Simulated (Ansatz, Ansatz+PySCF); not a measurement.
```xyz
4

C     0.0255    0.0409   -0.5095
O     0.0441    0.0175    0.6891
H    -0.0199   -0.9655   -1.1654
H    -0.0242    0.9040   -1.1079
```

Basis set: def2-SVP (spherical functions). Correlated methods keep 2 orbitals frozen. Charge 0, multiplicity 1.

Computed with Ansatz (development build ahead of 0.2.0); each method stands on the lowest determinant of its kind that the runs found. Restricted open shells among the atoms or ions are ROHF, correlated in semicanonical orbitals with singles. Restricted functionals stand beside restricted open-shell atoms, which can lie above the unrestricted atoms usual in DFT and then raise those values.

The atomization energy at this shape (free ground-state atoms in the same class of orbitals less the molecule, no zero-point energy) of singlet CH₂O:

```tsv
method	atomization energy
ωB97X (restricted)	1561.6 kJ/mol
ωB97X (unrestricted)	1547.2 kJ/mol
r²SCAN (restricted)	1570.3 kJ/mol
r²SCAN (unrestricted)	1554.3 kJ/mol
PBE0 (unrestricted)	1552.2 kJ/mol
PBE0 (restricted)	1562.5 kJ/mol
PBE (unrestricted)	1611.8 kJ/mol
PBE (restricted)	1619.8 kJ/mol
RHF-CCSD(T)	1476.1 kJ/mol
RHF-MP2	1504.8 kJ/mol
UHF	1069.2 kJ/mol
```

(1) What does RHF give?

Results:

(1) 1093.1 kJ/mol. Caution: the shape is not the minimum.
